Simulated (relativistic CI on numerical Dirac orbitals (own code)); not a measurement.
Slater and spin-orbit integrals, Mo³⁰⁺

Computed by Dirac-Coulomb-Breit CI, orbitals from a KLI potential per configuration, a model potential for QED, unscaled Slater integrals (own radial code, finite nucleus).

Slater integrals F^k, G^k are unscaled and averaged over j, outside the closed core [Ne]; ζ comes from projecting the Hamiltonian with its Breit term on Σ l·s of the shell.

- 3s 3p: G^1(3s,3p) = 349690, ζ(3p) = 140540 cm⁻¹; <r>(3s) = 0.3685, <r^2>(3s) = 0.1544, <r>(3p) = 0.3567, <r^2>(3p) = 0.1467 (bohr units).
- 3p2: F^2(3p,3p) = 277480, ζ(3p) = 140460 cm⁻¹; <r>(3p) = 0.3572, <r^2>(3p) = 0.147 (bohr units).
- 3s 3d: G^2(3s,3d) = 217830, ζ(3d) = 17146 cm⁻¹; <r>(3s) = 0.3688, <r^2>(3s) = 0.1547, <r>(3d) = 0.3157, <r^2>(3d) = 0.1149 (bohr units).

Averages of the first 10 configurations, taken without configuration mixing, which lowers the lowest level and can move excited configurations by several eV; other configurations of the list can lie among them:

```csv
Configuration,Parity,States,Average energy above the lowest level (eV)
3s2,even,1,3.5
3s 3p,odd,12,85.4
3p2,even,15,179.2
3s 3d,even,20,197.6
3d2,even,45,398.1
3p 3d,odd,60,286.4
3p 4s,odd,12,890.1
3d 4s,even,20,995.8
3s 4s,even,4,800.6
3s 4p,odd,12,838.1
```
